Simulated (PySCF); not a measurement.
Nb(O)(OH)2(Me) (CH5NbO3), SMILES [CH3][Nb](=[O])([OH])[OH], multiplicity 1.

Coordinates come from a PBE-D3(BJ)/def2-SVP optimisation. The spin state was assumed, not searched. The structure was generated by enumeration; whether it is a known compound was not checked. The def2 effective core potentials stand for the cores of Nb; spin–orbit coupling is left out. Other conformers were not sampled.

These are PBE-D3(BJ)/def2-SVP (PySCF) values and carry that method's errors.

Frequencies are harmonic and unscaled.

### Question
Estimate the vibrational spectrum. (An estimate is asked for; the answer gives what the named calculation found.)

### Answer

```json
[
 {"mode": "1", "ν (cm⁻¹)": "130", "IR (km/mol)": "0.1", "moving atoms (share of kinetic energy)": "H 98 %"},
 {"mode": "2", "ν (cm⁻¹)": "158", "IR (km/mol)": "0.3", "moving atoms (share of kinetic energy)": "O 33 %, H 30 %, C 30 %"},
 {"mode": "3", "ν (cm⁻¹)": "163", "IR (km/mol)": "0.8", "moving atoms (share of kinetic energy)": "O 47 %, H 23 %, C 16 %, Nb 14 %"},
 {"mode": "4", "ν (cm⁻¹)": "179", "IR (km/mol)": "2.6", "moving atoms (share of kinetic energy)": "O 58 %, H 19 %, Nb 18 %"},
 {"mode": "5", "ν (cm⁻¹)": "201", "IR (km/mol)": "1.1", "moving atoms (share of kinetic energy)": "O 70 %, H 16 %"},
 {"mode": "6", "ν (cm⁻¹)": "213", "IR (km/mol)": "13.9", "moving atoms (share of kinetic energy)": "O 72 %, H 20 %"},
 {"mode": "7", "ν (cm⁻¹)": "359", "IR (km/mol)": "205.4", "moving atoms (share of kinetic energy)": "H 79 %, O 18 %"},
 {"mode": "8", "ν (cm⁻¹)": "378", "IR (km/mol)": "17.3", "moving atoms (share of kinetic energy)": "H 79 %, O 20 %"},
 {"mode": "9", "ν (cm⁻¹)": "494", "IR (km/mol)": "112.1", "moving atoms (share of kinetic energy)": "H 71 %, O 26 %"},
 {"mode": "10", "ν (cm⁻¹)": "501", "IR (km/mol)": "85.3", "moving atoms (share of kinetic energy)": "H 59 %, C 28 %, O 10 %"},
 {"mode": "11", "ν (cm⁻¹)": "541", "IR (km/mol)": "42.1", "moving atoms (share of kinetic energy)": "H 79 %, C 16 %"},
 {"mode": "12", "ν (cm⁻¹)": "543", "IR (km/mol)": "105.8", "moving atoms (share of kinetic energy)": "H 39 %, C 35 %, O 14 %, Nb 12 %"},
 {"mode": "13", "ν (cm⁻¹)": "587", "IR (km/mol)": "7.1", "moving atoms (share of kinetic energy)": "H 77 %, C 19 %"},
 {"mode": "14", "ν (cm⁻¹)": "702", "IR (km/mol)": "65.4", "moving atoms (share of kinetic energy)": "O 77 %, H 11 %, Nb 11 %"},
 {"mode": "15", "ν (cm⁻¹)": "734", "IR (km/mol)": "134.8", "moving atoms (share of kinetic energy)": "O 62 %, Nb 25 %, H 13 %"},
 {"mode": "16", "ν (cm⁻¹)": "987", "IR (km/mol)": "141.6", "moving atoms (share of kinetic energy)": "O 84 %, Nb 15 %"},
 {"mode": "17", "ν (cm⁻¹)": "1129", "IR (km/mol)": "4.7", "moving atoms (share of kinetic energy)": "H 79 %, C 21 %"},
 {"mode": "18", "ν (cm⁻¹)": "1350", "IR (km/mol)": "6.7", "moving atoms (share of kinetic energy)": "H 94 %"},
 {"mode": "19", "ν (cm⁻¹)": "1354", "IR (km/mol)": "6.9", "moving atoms (share of kinetic energy)": "H 95 %"},
 {"mode": "20", "ν (cm⁻¹)": "2952", "IR (km/mol)": "0.3", "moving atoms (share of kinetic energy)": "H 97 %"},
 {"mode": "21", "ν (cm⁻¹)": "3058", "IR (km/mol)": "3.1", "moving atoms (share of kinetic energy)": "H 91 %, C 9 %"},
 {"mode": "22", "ν (cm⁻¹)": "3059", "IR (km/mol)": "4.4", "moving atoms (share of kinetic energy)": "H 91 %, C 9 %"},
 {"mode": "23", "ν (cm⁻¹)": "3770", "IR (km/mol)": "294.8", "moving atoms (share of kinetic energy)": "H 94 %"},
 {"mode": "24", "ν (cm⁻¹)": "3773", "IR (km/mol)": "100.1", "moving atoms (share of kinetic energy)": "H 94 %"}
]
```
